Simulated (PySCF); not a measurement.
WOSFCl, SMILES [O]=[W]([Cl])(=[S])[F], multiplicity 1. Heavy atoms are numbered as in [W:1](=[O:2])(=[S:3])([F:4])[Cl:5].

The structure is a stationary point at B3LYP-D3(BJ)/def2-SVP. The multiplicity is an assumed one; no other spin state was optimised. The structure was generated by enumeration; whether it is a known compound was not checked. The def2 effective core potentials stand for the cores of W; spin–orbit coupling is left out.

Calculation: B3LYP/def2-TZVP (PySCF).

ESP charges are fitted to the potential on shells at 1.4 to 2.0 van der Waals radii. Atomic charges (e), one atom of each kind:

```json
[
 {"atom": "W1", "Löwdin": "?", "ESP fit": "0.76"},
 {"atom": "O2", "Löwdin": "?", "ESP fit": "-0.30"},
 {"atom": "S3", "Löwdin": "?", "ESP fit": "-0.18"},
 {"atom": "F4", "Löwdin": "-0.21", "ESP fit": "-0.18"},
 {"atom": "Cl5", "Löwdin": "0.10", "ESP fit": "-0.09"}
]
```

Complete the blanks. (An estimate is asked for; the answer gives what the named calculation found.)


- W1, Löwdin: 0.23
- O2, Löwdin: -0.25
- S3, Löwdin: 0.13
